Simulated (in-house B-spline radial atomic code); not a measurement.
Configurations of Ho VII (Ho6+), with energies counted from [Kr] 4d10 4f9 5s2 5p4. Method: scalar-relativistic (X2C) PBE0, spin-polarised, spherical fractional occupations, exact exchange averaged over the configuration, Fermi nucleus of rms radius 5.2022 fm. Calculated with an all-electron radial atomic-structure program (B-spline basis). Shells without spins written out take the highest spin.

Occupations are held fixed; configurations that lie above the ionisation limit could autoionise.

| configuration | E - E(ref) (eV) | highest orbital | its <r> (bohr) |
| --- | --- | --- | --- |
| [Kr] 4d10 4f9 5s2 5p3 6p1 | 53.865 | 6p up | 2.697 |
| [Kr] 4d10 4f9 5s2 5p3 5f1 | 63.654 | 5f up | 2.495 |
| [Kr] 4d9 4f9 5s2 5p4 5d1 | 183.21 | 5d up | 1.622 |
| [Kr] 4d9 4f9 5s2 5p4 6s1 | 197.2 | 6s up | 2.38 |
| [Kr] 4d9 4f9 5s2 5p4 6p1 | 206.57 | 6p up | 2.672 |
| [Kr] 4d9 4f9 5s2 5p4 6f1 | 231.84 | 6f up | 4.392 |

(1) Order these further configurations by energy, lowest first.
A. [Kr] 4d10 4f9 5s2 5p3 6f1
B. [Kr] 4d10 4f8 5s2 5p4 6s1
C. [Kr] 4d9 4f10 5s2 5p4
D. [Kr] 4d10 4f8 5s2 5p4 6p1
E. [Kr] 4d10 4f8 5s2 5p4 5d1

(2) How far above the reference does [Kr] 4d10 4f8 5s2 5p4 6d1 lie?

Results:

(1) E (22.16 eV), B (36.084 eV), D (45.442 eV), A (78.916 eV), C (160.37 eV).

(2) 58.103 eV; its least bound orbital is 6d up with <r> = 3.27 bohr.
